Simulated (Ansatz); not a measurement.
Ansatz (a first-principles code) input:

Ansatz 0.2 input:
```yaml
crystal:
  periodic: [false, false, false]
  atoms:
    - {symbol: C, position_ang: [2.68642645, -0.06854834, -0.53565419]}
    - {symbol: C, position_ang: [1.18743575, -0.22198390, -0.78057244]}
    - {symbol: C, position_ang: [0.35289829, 0.21444340, 0.37929844]}
    - {symbol: C, position_ang: [-1.03608560, 0.11970830, 0.44277417]}
    - {symbol: C, position_ang: [-1.73170659, 0.55226054, 1.55180452]}
    - {symbol: C, position_ang: [-1.78952248, -0.46765939, -0.72698434]}
    - {symbol: H, position_ang: [2.94362940, 0.97296745, -0.33106268]}
    - {symbol: H, position_ang: [3.26504845, -0.39260394, -1.40182686]}
    - {symbol: H, position_ang: [3.00436173, -0.66400631, 0.32279013]}
    - {symbol: H, position_ang: [0.96219459, -1.26668208, -1.03104438]}
    - {symbol: H, position_ang: [0.90512765, 0.34597748, -1.67775578]}
    - {symbol: H, position_ang: [0.86914445, 0.64358654, 1.23214816]}
    - {symbol: H, position_ang: [-2.80913573, 0.48150023, 1.60671375]}
    - {symbol: H, position_ang: [-1.21466754, 0.97659053, 2.40264903]}
    - {symbol: H, position_ang: [-2.86276690, -0.47120929, -0.54240791]}
    - {symbol: H, position_ang: [-1.47559290, -1.49584616, -0.92249879]}
    - {symbol: H, position_ang: [-1.60401802, 0.10040198, -1.64170155]}
basis:
  gaussian:
    orbitals: cc-pVDZ
magnetization: {spin_polarized: true, initial_magnetization: 1}
correlation: {method: ccsd_t, electrons: outside_noble_gas}
```

### Question
What final total energy does it print?

### Answer
-234.51091 Eh (CCSD(T)/cc-pVDZ). The basis has 139 functions.

It need not be the lowest isomer of its formula.

The determinant is spin-contaminated: <S^2> is 0.95 against 0.75 for a pure state.
